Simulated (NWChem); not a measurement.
System meant: AlSiH$_{3}$Cl$_{2}$; SMILES [SiH3][Al]([Cl])[Cl]

NWChem input:

```
start job
memory heap 200 mb stack 900 mb global 1100 mb
geometry units angstroms noautoz
  Al    -0.003785     0.066917     0.006776
  Cl    -1.790371     1.196124    -0.013568
  Cl     1.799513     1.169743    -0.014848
  Si    -0.009267    -2.377439     0.016979
  H      1.097051    -2.896537     0.866244
  H      0.189461    -2.878780    -1.371850
  H     -1.303536    -2.901843     0.529661
end
basis spherical
  Al library def2-svp
  Cl library def2-svp
  Si library def2-svp
  H library def2-svp
end
dft
  odft
  mult 2
  xc b3lyp
  iterations 150
  mulliken
end
task dft energy
```

End of the output:

```
 ==============================================================================
                                 internuclear angles
 ------------------------------------------------------------------------------
        center 1       |       center 2       |       center 3       |  degrees
 ------------------------------------------------------------------------------
    2 Cl               |   1 Al               |   3 Cl               |   116.25
    2 Cl               |   1 Al               |   4 Si               |   122.17
    3 Cl               |   1 Al               |   4 Si               |   121.58
    1 Al               |   4 Si               |   5 H                |   110.46
    1 Al               |   4 Si               |   6 H                |   109.41
    1 Al               |   4 Si               |   7 H                |   110.85
    5 H                |   4 Si               |   6 H                |   108.39
    5 H                |   4 Si               |   7 H                |   109.10
    6 H                |   4 Si               |   7 H                |   108.58
 ------------------------------------------------------------------------------
                            number of included internuclear angles:          9
 ==============================================================================

 Summary of "ao basis" -> "" (spherical)
 ------------------------------------------------------------------------------
       Tag                 Description            Shells   Functions and Types
 ---------------- ------------------------------  ------  ---------------------
 Al                         def2-svp                 8       18   4s3p1d
 Cl                         def2-svp                 8       18   4s3p1d
 Si                         def2-svp                 8       18   4s3p1d
 H                          def2-svp                 3        5   2s1p

                                 NWChem DFT Module
                                 -----------------

 Summary of "ao basis" -> "ao basis" (spherical)
 ------------------------------------------------------------------------------
       Tag                 Description            Shells   Functions and Types
 ---------------- ------------------------------  ------  ---------------------
 Al                         def2-svp                 8       18   4s3p1d
 Cl                         def2-svp                 8       18   4s3p1d
 Si                         def2-svp                 8       18   4s3p1d
 H                          def2-svp                 3        5   2s1p

  number of electrons :                   64
  multiplicity        :                    2
 ------------------------------------------------------------------------
  no. of electrons and multiplicity not compatible                  64
 ------------------------------------------------------------------------
 ------------------------------------------------------------------------
  current input line :
    25: task dft energy
 ------------------------------------------------------------------------
 ------------------------------------------------------------------------
 There is an error in the input file
 ------------------------------------------------------------------------
 For more information see the NWChem manual at https://nwchemgit.github.io

0: no. of electrons and multiplicity not compatible:Received an Error in Communication
```

Q: Can this run be used? If not, why, and what is the fix?

A: The program refused the input. Cause: the multiplicity doesn't fit the number of electrons (an even count wants an odd multiplicity, and the reverse). This input runs:
```
start job
memory heap 200 mb stack 900 mb global 1100 mb
geometry units angstroms noautoz
  Al    -0.003785     0.066917     0.006776
  Cl    -1.790371     1.196124    -0.013568
  Cl     1.799513     1.169743    -0.014848
  Si    -0.009267    -2.377439     0.016979
  H      1.097051    -2.896537     0.866244
  H      0.189461    -2.878780    -1.371850
  H     -1.303536    -2.901843     0.529661
end
basis spherical
  * library def2-svp
end
dft
  xc b3lyp
  iterations 150
  mulliken
end
task dft energy
```
It converges to -1453.87438 Ha (B3LYP/def2-SVP).
